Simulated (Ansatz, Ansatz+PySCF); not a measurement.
```xyz
18

C     0.0000    0.7050    0.0000
C    -1.4100    0.7050    0.0000
C    -1.4100   -0.7050    0.0000
C     0.0000   -0.7050    0.0000
C     0.9970    1.7020    0.0000
C     2.4070    1.7020    0.0000
C     3.4040    0.7050    0.0000
C     3.4040   -0.7050    0.0000
C     2.4070   -1.7020    0.0000
C     0.9970   -1.7020    0.0000
H    -2.1772    1.4722    0.0000
H    -2.1772   -1.4722    0.0000
H     0.5818    2.7044    0.0000
H     2.8222    2.7044    0.0000
H     4.4065    1.1202    0.0000
H     4.4065   -1.1202    0.0000
H     2.8222   -2.7044    0.0000
H     0.5818   -2.7044    0.0000
```

Basis set: def2-SVP (spherical functions). Charge 0, multiplicity 1.

Computed with Ansatz (development build ahead of 0.2.0); each method stands on the lowest determinant of its kind that the runs found. Restricted functionals stand beside restricted open-shell atoms, which can lie above the unrestricted atoms usual in DFT and then raise those values.

Give the atomization energy at this shape (free ground-state atoms in the same class of orbitals less the molecule, no zero-point energy) of singlet C10H8 by ωB97X (unrestricted), PBE0 (unrestricted), PBE0 (restricted), UHF, RHF.

```csv
method,atomization energy
ωB97X (unrestricted),2081.92 kcal/mol
PBE0 (unrestricted),2127.45 kcal/mol
PBE0 (restricted),2137.11 kcal/mol
UHF,1576.05 kcal/mol
RHF,1554.35 kcal/mol
```

Caution: the shape is not the minimum. Caution for ωB97X (unrestricted), UHF: the unrestricted determinant is a mixture of spin states. Caution for PBE0 (unrestricted): the unrestricted determinant is spin contaminated. Caution for RHF: an unrestricted determinant lies well below.
